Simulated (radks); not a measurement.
Values are calculated unless marked as measured or tabulated.
Os53+, 23 electrons, occupied as [Ar] 3d5.

Code: a radial shooting solver on a logarithmic mesh with Libxc functionals. Model: scalar-relativistic Kohn-Sham, LB94 model potential, spin-polarised, spherical densities, finite nucleus; open shells are filled with parallel spins first (spin-orbit coupling, left out, can overturn this in heavy ions); Fermi nuclear charge, rms radius 5.4126 fm.

Energy parts (Ry):
part                   energy
kinetic            33140.0868
electron-nucleus  -66422.6182
Hartree             4262.1089
(The LB94 potential has no energy functional, so no total or exchange-correlation energy is given.)

Orbitals (lengths in bohr, moments of r in powers of bohr; r(max) is where P^2 peaks):
orbital  occ.  eigenvalue (Ry)      <r>   r(max)
1s down     1        -5698.376  0.01771  0.01102
1s up       1        -5698.315  0.01771  0.01102
2s up       1        -1197.152  0.07444  0.06321
2s down     1        -1197.054  0.07437  0.06320
2p up       3        -1075.937  0.06677  0.05200
2p down     3        -1075.932  0.06670  0.05199
3s up       1        -445.1832   0.1858   0.1742
3s down     1        -442.9790   0.1861   0.1744
3p up       3        -409.3763   0.1843   0.1716
3p down     3        -407.1796   0.1847   0.1718
3d up       5        -373.8579   0.1642   0.1375
3d down     0        -371.7122   0.1643   0.1372

The highest occupied level is 3d up at -5086.6 eV. The electron density at the nucleus is 1.783e+06 e/bohr^3 (large components only). Spin moment in Bohr magnetons: 5. The spin density at the nucleus is 2.7 e/bohr^3 (1s 17.8, 2s -166.7, 3s 151.7). The density falls to 0.001 e/bohr^3 at r = 0.60 bohr.
